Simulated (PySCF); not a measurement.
Bonds (- single, = double, # triple, : aromatic): C1#C2, C2-P3, P3-C4, P3=N5, N5-Si6, P3-C7, C7-F8, C7-F9, C7-F10. C1 carries H11; C4 carries H12, H13, H14; Si6 carries H15, H16, H17. Stereochemistry as in C#C[P@@](C)(=N[SiH3])C(F)(F)F.

One computed conformer, in vacuum, averaged over atoms made equivalent by symmetry, fast rotation or ring inversion, relativity neglected. Shieldings: GIAO PBE0/pcSseg-1; geometry: GFN2-xTB; PySCF 2.14.0 with density-fitted response routines.

Chemical shifts δ = σref − σ; TMS for $^{13}$C and $^{1}$H and $^{29}$Si; $^{31}$P vs H3PO4; $^{15}$N vs NH3; $^{19}$F vs CFCl3, all at this level.

| atoms | nucleus | count | Hirshfeld charge | δ (ppm) |
| --- | --- | --- | --- | --- |
| P3 | $^{31}$P | 1 | 0.40 | ? |
| C7 | $^{13}$C | 1 | 0.21 | 131.4 |
| H12/H13/H14 | $^{1}$H | 3 | 0.06 | 1.88 |
| C1 | $^{13}$C | 1 | -0.04 | ? |
| N5 | $^{15}$N | 1 | -0.38 | ? |
| H15/H16/H17 | $^{1}$H | 3 | -0.09 | 4.94 |
| C4 | $^{13}$C | 1 | -0.15 | 19.9 |
| H11 | $^{1}$H | 1 | 0.11 | 2.61 |
| F8/F9/F10 | $^{19}$F | 3 | -0.09 | -91.6 |
| C2 | $^{13}$C | 1 | -0.11 | 81.1 |
| Si6 | $^{29}$Si | 1 | 0.32 | -64.5 |

**Question.** Fill in the missing shifts.

**Answer.** 
- C1: 101.7 ppm, terminal alkyne carbon; the triple bond shields along its axis, which puts it between sp3 and sp2 carbons
- P3: -37.2 ppm, phosphorus bonded to 3 C, N
- N5: 47.8 ppm, nitrogen bonded to P, Si

Shifts are as computed. Against solution values, carbons near 30 ppm lie about +3 ppm off and those near 130 ppm about +5 ppm. Of 1211 compounds with measured shifts, 218 miss one by over three times the rms of a fit or turn the order of signals round; such compounds aren't used in these exercises. Unscaled 19F shifts against computed CFCl3 carry errors that often reach 10 to 50 ppm. Experimental scales use liquid or dissolved standards, which lie at an offset from isolated NH3 (liquid NH3: subtract about 20 ppm) and H3PO4.
